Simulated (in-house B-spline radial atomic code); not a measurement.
Ionisation energies along the 21-electron series, configuration 1s2 2s2 2p6 3s2 3p6 3d3/2(3), as differences of self-consistent energies. Dirac energy differences include first-order Breit, QED and recoil terms. NIST's values go from ground level to ground level; the uncertainty of those that are theory runs from under 0.1 % in few-electron ions to several per cent in heavy many-electron ones. Computed with a B-spline radial code for spherical atoms: Dirac-Hartree-Fock, jj configuration that fills j = l - 1/2 first, finite nuclei.

A number in brackets counts the electrons of a j subshell.

```tsv
ion	configuration after	ionisation energy (eV)	IE/(q+1)² (eV)	-ε less Coulomb ΔSCF (eV)	Breit and QED recoil part (eV)	tabulated value (eV)	tabulated kind	computed minus tabulated (eV)
V2+	[Ar] 3d3/2(2)	27.4	3.0498	1.6263	0.0073527	29.3111	measured	-1.9
Cr3+	[Ar] 3d3/2(2)	47.1	2.9443	1.6797	0.0075889	49.16	semi-empirical	-2.1
Mn4+	[Ar] 3d3/2(2)	70.3	2.8138	1.7344	0.0062292	72.41	semi-empirical	-2.1
Fe5+	[Ar] 3d3/2(2)	97.0	2.6936	1.7822	0.0033519	98.985	measured	-2.0
Co6+	[Ar] 3d3/2(2)	126.9	2.5895	1.8228	-0.0010977	128.9	semi-empirical	-2.0
Ni7+	[Ar] 3d3/2(2)	160.0	2.5003	1.8573	-0.0071965	162	tabulated theory	-2.0
Cu8+	[Ar] 3d3/2(2)	196.3	2.424	1.887	-0.015066	198	tabulated theory	-1.7
Zn9+	[Ar] 3d3/2(2)	235.8	2.3582	1.9129	-0.024815	238	tabulated theory	-2.2
Ga10+	[Ar] 3d3/2(2)	278.4	2.3011	1.9356	-0.036569	280	tabulated theory	-1.6
Ge11+	[Ar] 3d3/2(2)	324.2	2.2512	1.9558	-0.050456	326	tabulated theory	-1.8
As12+	[Ar] 3d3/2(2)	373.0	2.2072	1.9738	-0.066616	375	tabulated theory	-2.0
Se13+	[Ar] 3d3/2(2)	425.0	2.1682	1.9902	-0.085167	426	tabulated theory	-1.0
Br14+	[Ar] 3d3/2(2)	480.0	2.1334	2.0051	-0.10627	481	tabulated theory	-1.0
Kr15+	[Ar] 3d3/2(2)	538.1	2.1021	2.0188	-0.13002	540	tabulated theory	-1.9
Rb16+	[Ar] 3d3/2(2)	599.4	2.074	2.0314	-0.1566	601	tabulated theory	-1.6
Sr17+	[Ar] 3d3/2(2)	663.7	2.0484	2.0431	-0.18611	665	tabulated theory	-1.3
Zr19+	[Ar] 3d3/2(2)	801.6	2.0039	2.0644	-0.25455	803	tabulated theory	-1.4
Nb20+	[Ar] 3d3/2(2)	875.1	1.9844	2.074	-0.29373	877	tabulated theory	-1.9
Mo21+	[Ar] 3d3/2(2)	951.8	1.9665	2.0832	-0.3364	953	tabulated theory	-1.2
Tc22+	[Ar] 3d3/2(2)	1031.5	1.95	2.0918	-0.38276	1032	tabulated theory	-0.5
Ru23+	[Ar] 3d3/2(2)	1114.4	1.9347	2.1001	-0.43286	1115	tabulated theory	-0.6
Rh24+	[Ar] 3d3/2(2)	1200.3	1.9205	2.108	-0.48692	1202	tabulated theory	-1.7
Pd25+	[Ar] 3d3/2(2)	1289.3	1.9073	2.1156	-0.54504	1290	tabulated theory	-0.7
```

Problem. How far is this level of theory from the measured and semi-empirical values?

Solution. Over those 5 rows the differences run from -2.06 to -1.86 eV (mean absolute value 2 eV). The calculation leaves out correlation and, in open shells, the multiplet splittings that an average leaves out.
